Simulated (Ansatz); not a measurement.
Ideal-gas functions of CH$_{3}$AuO (`C[O][Au]`) at 800 K and 1 bar, from an Ansatz frequency run at PBE0-D4/def2-TZVP.

Molar mass 228.0 g/mol, point group Cs (symmetry number 1), electronic degeneracy 1, moments of inertia 11.589, 160.03, 168.413 u Å². Harmonic wavenumbers (cm⁻¹, unscaled): 208, 244, 524, 1080, 1165, 1174, 1450, 1455, 1498, 2985, 3048, 3053.

Use S(trans) = R[1.5 ln M + 2.5 ln T − 1.1517]; rotational temperatures θ = 24.2544 K / I; S(rot) = R[ln(√π/σ · √(T³/θAθBθC)) + 1.5]; for each mode x = 1.438777 ν̃/T, S = R[x/(eˣ − 1) − ln(1 − e⁻ˣ)] and H = RT x/(eˣ − 1); 1 cm⁻¹ = 0.0119627 kJ/mol; R = 8.31446 J/(mol·K).

Question: By hand: the entropy, in J/(mol·K).

Answer: Translation 197.1. Rotation: θ = 2.0929, 0.1516, 0.144 K, giving 113.4. Vibration, mode by mode: 16.54, 15.23, 9.11, 3.99, 3.54, 3.49, 2.36, 2.34, 2.21, 0.25, 0.23, 0.22, in all 59.5. Electronic 0.0. Sum 370.0 J/(mol·K).

Question: By hand: H − E and G − E in kJ/mol, counted from the electronic energy.

Answer: Zero-point energy ½ × 17884 × 0.0119627 = 107.0; thermal vibration 25.4; translation, rotation and pV give 4 RT = 26.6. H − E = 159.0 kJ/mol, and G − E = 159.0 − 800 × 370.0/1000 = -137.0 kJ/mol.

Vibration gives 16 % of the entropy.
